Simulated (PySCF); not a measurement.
Correlation energy of Hg⁶⁸⁺ (mercury, charge +68)

[Ne] 3s2, closed-shell 1S. Calculation: PySCF 2.14, in an even-tempered Gaussian basis (16 s from 21 bohr⁻², ratio 2.5; 10 p from 28 bohr⁻², ratio 2.5; 4 d from 100 bohr⁻², ratio 2.7; 4 f from 150 bohr⁻², ratio 2.7); the non-relativistic Hamiltonian (point nucleus). Frozen: 1s2; 10 electrons correlated; the 17 highest virtual orbitals of each spin left out.

| level | correlation energy (mhartree) |
| --- | --- |
| CCSD | -621.17 |
| (T) | -1.76 |
| CCSD(T) | -622.93 |

Diagnostics: T1 = 0.00016, D1 = 0.0005, largest double amplitude 0.086.

A non-relativistic calculation at this Z misses sizeable relativistic shifts.

Cost of the coupled-cluster step: of the order of 4 core-seconds, for 10 correlated electrons.

Iterations:

```
CC2 = 0
CCSD nocc = 5, nmo = 76
frozen orbitals [0, 77, 78, 79, 80, 81, 82, 83, 84, 85, 86, 87, 88, 89, 90, 91, 92, 93]
max_cycle = 100
direct = 0
conv_tol = 1e-08
conv_tol_normt = 1e-06
diis_space = 8
diis_start_cycle = 0
Init t2, MP2 energy = -12686.978220365  E_corr(MP2) -0.533366832212521
Init E_corr(CCSD) = -0.533366832212528
cycle = 1  E_corr(CCSD) = -0.590709431035723  dE = -0.0573425988  norm(t1,t2) = 0.0329954
cycle = 2  E_corr(CCSD) = -0.61050784614446  dE = -0.0197984151  norm(t1,t2) = 0.0116655
cycle = 3  E_corr(CCSD) = -0.621193266907383  dE = -0.0106854208  norm(t1,t2) = 0.00410374
cycle = 4  E_corr(CCSD) = -0.621170993983942  dE = 2.22729234e-05  norm(t1,t2) = 9.08274e-06
cycle = 5  E_corr(CCSD) = -0.621174654454523  dE = -3.66047058e-06  norm(t1,t2) = 1.32514e-06
cycle = 6  E_corr(CCSD) = -0.621174638419409  dE = 1.60351146e-08  norm(t1,t2) = 2.87565e-08
cycle = 7  E_corr(CCSD) = -0.62117461783427  dE = 2.05851391e-08  norm(t1,t2) = 2.27347e-08
cycle = 8  E_corr(CCSD) = -0.621174612270477  dE = 5.56379298e-09  norm(t1,t2) = 1.50925e-08
CCSD converged
E(CCSD) = -12687.06602814505  E_corr = -0.6211746122704767
CCSD(T) correction = -0.00176161568857928
```

At this charge a non-relativistic calculation is a model, useful for the Z dependence of the correlation energy.
